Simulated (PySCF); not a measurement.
**Where the electron goes**

Species: neopentyl bromide, C₅H₁₁Br.
Structure used (PBE0-D3(BJ)/def2-SVP), in Å, numbered top down from 1:
```
atom  x, y, z in Å
C1    -0.354   -1.349   -0.953
C2    -0.068   -0.107   -0.100
C3    -1.095    0.979   -0.418
C4     1.344    0.400   -0.393
C5    -0.189   -0.560    1.356
Br6    0.128    0.837    2.679
H7    -0.284   -1.101   -2.023
H8     0.370   -2.155   -0.749
H9    -1.365   -1.743   -0.766
H10   -0.925    1.877    0.193
H11   -1.033    1.269   -1.478
H12   -2.121    0.626   -0.224
H13    1.584    1.282    0.219
H14    1.440    0.683   -1.453
H15    2.099   -0.375   -0.181
H16   -1.198   -0.938    1.569
H17    0.540   -1.348    1.586
```

Level of theory: PySCF 2.14.0, density-fitted response routines, TDDFT wB97X-D/def2-SVPD, vertical, gas phase, core orbitals frozen in the response. The wB97X-D/def2-SVPD calculation is non-relativistic and has no spin–orbit coupling, an omission that weighs most on bromine.

Kohn–Sham orbitals with the atoms that hold most of them (Löwdin shares over 4%, at most four atoms; ? is withheld):

| orbital | ε (eV) | atoms |
| --- | --- | --- |
| LUMO+2 | 2.82 | Br6 64% |
| LUMO+1 | 2.15 | Br6 22%, C1 10%, C3 10%, C4 10% |
| LUMO | ? | ? |
| HOMO | -9.68 | Br6 81%, C5 11% |
| HOMO-1 | -9.72 | ? |
| HOMO-2 | -11.20 | C1 22%, C2 21%, Br6 16%, C3 8% |
| HOMO-3 | -11.41 | C2 24%, C4 20%, C3 20%, H12 6% |

Q: Which atoms hold the HOMO-1, and with what shares?

A: Br6 (bonded to C) 77%; C5 (bonded to Br, C and 2 H) 9%; C2 (bonded to 4 C) 4%. By element: bromine 77%, carbon 14% or more.

Q: Which atoms hold the LUMO, and with what shares?

A: Br6 (bonded to C) 61%; C5 (bonded to Br, C and 2 H) 19%; C1 (bonded to C and 3 H) 4%. By element: bromine 61%, carbon 23% or more.

Q: What is the LUMO energy, and the HOMO–LUMO gap?

A: ε(LUMO) = 1.61 eV; the gap is 11.29 eV (0.4150 hartree).

Q: How does S1 compare with the orbital gap of 11.29 eV?

A: S1 is at 6.28 eV (f = 0.0018), 5.01 eV below the gap, made of HOMO→LUMO (86%), HOMO→LUMO+4 (8%). 

Q: Give energy, strength and leading configuration of S1, S2, S3 and S4, and follow the Löwdin shares of the leading atoms from the occupied to the empty orbital.

A: 
- S1 (6.28 eV, f 0.0018), HOMO→LUMO (86%): Br6 81% → 61%, C5 11% → 19%
- S2 (6.36 eV, f 0.0022), HOMO-1→LUMO (86%): Br6 77% → 61%, C5 9% → 19%
- S3 (7.74 eV, f 0.046), HOMO→LUMO+1 (73%): Br6 81% → 22%, C5 11% → at most 10%, C1 at most 4% → 10%
- S4 (7.82 eV, f 0.067), HOMO-1→LUMO+1 (74%): Br6 77% → 22%, C5 9% → at most 10%, C1 at most 4% → 10%
